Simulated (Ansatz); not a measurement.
`CC/N=C\F` + H₂Se → `F/C=N\C[SeH]` + CH₄ at 298.15 K and 1 bar (substitution at a C–C bond).

Gas-phase electronic energies from Ansatz, PBE0-D4/def2-TZVP geometries. CCSD(T)/CBS adds triple-zeta CCSD(T) − MP2 to the extrapolated MP2 energy (def2 sets, frozen cores). This one scheme is used for every species. Double bonds are as drawn, so ΔE can hold a change between cis and trans. For Se outer-core shells are correlated without core-valence functions, which leaves a few kJ/mol of doubt a bond. Scalar relativity is left out up to krypton. Each species was taken in one conformer, which may not be the lowest.

```json
{"species": "`CC/N=C\\F`", "CCSD(T)/CBS energy (Eh)": "-272.23871", "H − E (kJ/mol)": "254.2", "S (J/(mol·K))": "320.0"}
{"species": "H₂Se", "CCSD(T)/CBS energy (Eh)": "-2401.89790", "H − E (kJ/mol)": "45.8", "S (J/(mol·K))": "219.1"}
{"species": "`F/C=N\\C[SeH]`", "CCSD(T)/CBS energy (Eh)": "-2633.67336", "H − E (kJ/mol)": "176.1", "S (J/(mol·K))": "340.5"}
{"species": "CH₄", "CCSD(T)/CBS energy (Eh)": "-40.46206", "H − E (kJ/mol)": "127.4", "S (J/(mol·K))": "186.2"}
```

H − E and S are ideal-gas, rigid-rotor, harmonic terms from PBE0-D4/def2-TZVP, for one conformer and one mirror image of each species. 1 Eh = 2625.50 kJ/mol, R = 8.31446 J/(mol·K).

Task: By hand: ΔE, ΔH, ΔS and ΔG.

Result: ΔE = (-2633.67336) + (-40.46206) − (-272.23871) − (-2401.89790) = 0.00119 Eh = 3.1 kJ/mol. Δ(H − E) = 176.1 + 127.4 − 254.2 − 45.8 = 3.5, so ΔH = 6.6 kJ/mol. ΔS = 340.5 + 186.2 − 320.0 − 219.1 = -12.4 J/(mol·K). ΔG = 6.6 − 298.15 × (-12.4)/1000 = 10.3 kJ/mol.

Task: By hand: the equilibrium constant, and the temperature at which ΔG would vanish if ΔH and ΔS stayed fixed.

Result: log₁₀ K = −ΔG/(RT ln 10) = -1.8. ΔH and −TΔS have one sign here, so there is no such temperature.

TΔS isn't small against ΔH here. A doubt of 5 kJ/mol in ΔE shifts log₁₀ K by 0.9 here. Other conformers and mirror images would add mixing entropy, several J/(mol·K) or more a flexible species. Modes under 60 cm⁻¹, often nearly free rotors, make the harmonic entropy too high. These are equilibria of isolated gas molecules and say nothing of rates. Largest T1 diagnostic: 0.012 (customary marks: 0.02 for closed shells, 0.045 for open ones).

ΔS is within the doubt of such terms, so its sign, and with it that verdict, could turn.
